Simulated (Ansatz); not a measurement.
Cost and result up the ladder for Rb8Cl8 (started as a model of: 1x4x4 RbCl rock-salt block) (16 atoms). Charge 0, multiplicity 1. Geometry: PBE-D4/def2-SVP.

```xyz
16

Rb    2.4700    1.6730   -5.7625
Cl   -0.1488    0.2708   -5.1027
Rb   -1.8015   -2.2628   -4.1254
Cl   -4.4572   -3.3966   -3.1209
Cl    3.0741    2.4046   -2.8690
Rb    0.2671    1.0571   -1.9749
Cl   -0.8491   -1.8152   -1.0826
Rb   -3.6860   -3.0804   -0.1772
Rb    3.6912    3.0725    0.1762
Cl    0.8318    1.8579    1.0808
Rb   -0.2961   -1.0111    1.9709
Cl   -3.0700   -2.4215    2.8711
Cl    4.4753    3.3494    3.1203
Rb    1.7962    2.2771    4.1281
Cl    0.1439   -0.2565    5.1011
Rb   -2.4408   -1.7183    5.7668
```

Ansatz on 4 threads of Intel Xeon on a shared host. Times are rough, and most runs start from the orbitals of an earlier one. PBE0-D4/def2-SVP serves as the yardstick here, not as an exact answer. Binding counts from free atoms at the same level (Rb doublet, Cl doublet; other spins of the atoms weren't run), without zero-point energy or a counterpoise term.

In the def2 sets Rb takes a core potential; there is no spin–orbit coupling. Correlated methods freeze 40 core orbitals; core or outer-core shells of Rb are correlated, in sets that lack core-valence functions.

Correlated methods converge slowly with the basis, most of all in double-zeta sets.

| level | functions | binding energy per atom (eV) | difference from PBE0-D4/def2-SVP (eV) |
| --- | --- | --- | --- |
| RPA@PBE/def2-SVP | 336 | 2.38 | -0.49 |
| MP2/def2-SVP | 336 | 2.70 | -0.17 |
| PBE0-D4/def2-SVP (with forces) | 336 | 2.87 | 0.00 |
| r2SCAN-D4/def2-SVP | 336 | 2.93 | 0.05 |
| PBE-D4/def2-SVP (with forces) | 336 | 2.88 | 0.00 |

**Question.** Estimate how long each takes.

**Answer.** PBE-D4/def2-SVP (with forces) 15 s; MP2/def2-SVP 20 s; PBE0-D4/def2-SVP (with forces) 27 s; r2SCAN-D4/def2-SVP 30 s; RPA@PBE/def2-SVP 33 s. On shared hardware such times vary by a factor of up to 3.
